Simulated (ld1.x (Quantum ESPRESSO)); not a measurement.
# What one change does to a pseudopotential (Sr, TM)

ld1.x (Quantum ESPRESSO) 7.5 input, shortened:

```
&input
   title='Sr', zed=38., rel=2, dft='PBE', iswitch=3,
   config='[Kr] 4d0 5s2 5p0', rel_dist='average'
 /
 &inputp
   pseudotype=2, tm=.true., lloc=-1, rcloc=2.35,
   nlcc=.true., new_core_ps=.true., rcore=2.85
 /
3
5S  1  0   2.00   0.00  3.90  3.90  0.0
5P  2  1   0.00   0.00  3.05  3.05  0.0
4D  3  2   0.00   0.00  2.80  2.80  0.0
 &test
   configts(1)='4d0 5s2 5p0'
 /
```

Open shells are filled in proportion to 2j + 1 (rel_dist='average').

Change: local potential all-electron potential smoothed inside 3.90 bohr (lloc = -2).

Cutoffs: the cutoffs (Ry, on a coarse ladder) from which the occupation-weighted sum of valence levels, in a spherical-Bessel basis at the reference potential, stays within 10 and 1 mRy of its value at 400 Ry; they do not see the model core or the augmentation charge, which bear on the density cutoff. Errors are all-electron minus pseudo energies relative to the spin-unpolarised reference configuration.

Q: Predict the effect on cutoff, ghosts and configuration errors.

A: Both files are so soft that the ladder of cutoffs tells neither apart; the bound ghosts move from s to p; of the 7 tests that both files solve, the error grows in 0 and shrinks in 4 by more than 15 % and 0.3 meV (median size 9.4 → 6.3 meV); the range in which the d3/2 phases agree narrows (upper end 3.3 → 0.5); the range in which the d5/2 phases agree narrows (upper end 3.3 → 0.6). In the separable form a ghost depends on how the local part lies against the semilocal potential of the channel, so the choice of the local part can create or remove one.

| quantity | base | changed |
| --- | --- | --- |
| cutoff, loose | 6 Ry | 6 Ry |
| cutoff, tight | 8 Ry | 8 Ry |
| bound ghosts | s | p3/2 |
| error for 4d0 5s1 5p0, meV [ΔE 5.88 eV] | -5.5 | -2.1 |
| error for 4d0 5s1.5 5p0, meV [ΔE 2.34 eV] | -0.8 | 0.0 |
| error for 4d0 5s1 5p1, meV [ΔE 2.30 eV] | +7.2 | -2.0 |
| error for 4d1 5s1 5p0, meV [ΔE 2.32 eV] | -30 | -30 |
| error for 4d0.5 5s1.5 5p0, meV [ΔE 1.15 eV] | -9.4 | -9.0 |
| error for 4d1 5s0 5p0, meV [ΔE 7.65 eV] | -53 | -53 |
| error for 4d0 5s0 5p1, meV [ΔE 8.82 eV] | +238 | +6.3 |
| s: phases at 4.24 bohr within 0.05 rad from the reference energy up to (Ry; the scan ends near 5) | 1.1 | 0.7 |
| p1/2: phases at 4.24 bohr within 0.05 rad from the reference energy up to (Ry; the scan ends near 5) | -0.0 | 0.5 |
| p3/2: phases at 4.24 bohr within 0.05 rad from the reference energy up to (Ry; the scan ends near 5) | n/a | n/a |
| d3/2: phases at 4.24 bohr within 0.05 rad from the reference energy up to (Ry; the scan ends near 5) | 3.3 | 0.5 |
| d5/2: phases at 4.24 bohr within 0.05 rad from the reference energy up to (Ry; the scan ends near 5) | 3.3 | 0.6 |

Base: The cutoffs count occupied waves only; the empty 4d level needs 15 Ry at the loose tolerance. Changed file: The cutoffs count occupied waves only; the empty 4d level needs 15 Ry at the loose tolerance. A true bound ghost makes a file unfit for plane-wave use even where its test errors are small: the radial tests pick states by their node count and pass the ghost by.
